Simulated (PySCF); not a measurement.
FMoO2, neutral, multiplicity 2. Atoms are numbered in the order given.

```xyz
4

Mo     0.0000     0.0000    -0.0267
O      0.0000     1.4023    -0.9700
O      0.0000    -1.4023    -0.9700
F      0.0000     0.0000     1.8494
```
Charge 0, spin multiplicity 2.

Coordinates come from a B3LYP-D3(BJ)/def2-TZVP optimisation. A frequency run showed that this geometry is not a minimum. The multiplicity is an assumed one; other spin states were not compared. The def2 effective core potentials stand for the cores of Mo; spin–orbit coupling is left out.

Level of theory: M06-2X/def2-TZVPD in PySCF.

Mulliken values depend strongly on the basis, most of all with diffuse functions as here. ESP charges are fitted to the potential on shells at 1.4 to 2.0 van der Waals radii. Atomic charges (e):

| atom | Mulliken | ESP fit | Mulliken spin |
|---|---|---|---|
| Mo1 | 2.14 | ? | 1.07 |
| O2 | -0.73 | ? | -0.03 |
| O3 | -0.73 | ? | -0.03 |
| F4 | -0.68 | ? | -0.01 |

Question: Some entries are withheld; supply them. (The exact figures need the calculation; the answer reports its results.)

Answer: 
- Mo1, ESP fit: 1.22
- O2, ESP fit: -0.44
- O3, ESP fit: -0.44
- F4, ESP fit: -0.33
